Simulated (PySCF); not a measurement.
## Ne²⁺: ionisation energy

Ne²⁺ [He] 2s2 2p4 (3P) → Ne³⁺ [He] 2s2 2p3 (4S), as a difference of total energies. All numbers are calculated (PySCF 2.14, the spin-free X2C one-electron Hamiltonian (Gaussian nucleus), in x2c-TZVPPall (5s3p2d1f, 31 functions)). Correlated levels: valence: 1s2 frozen. The calculations carry no spin-orbit coupling.

```
           method  ionisation energy (eV)
              UHF                  61.847
    MP2 (valence)                  63.001
SCS-MP2 (valence)                  63.091
   CCSD (valence)                  63.039
CCSD(T) (valence)                  63.053
  CCSDT (valence)                  63.054
```

Q: How much does correlation contribute at CCSD(T) (valence)?

A: 63.053 − (61.847) = 1.206 eV, measured against UHF.

A first-order spin-orbit estimate (lowest level to lowest level, LS coupling) adds 0.038 eV.

Errors of the correlated levels include the incompleteness of this basis and the frozen core.

For comparison: 63.423 eV (measured; NIST Atomic Spectra Database, ionization energies).
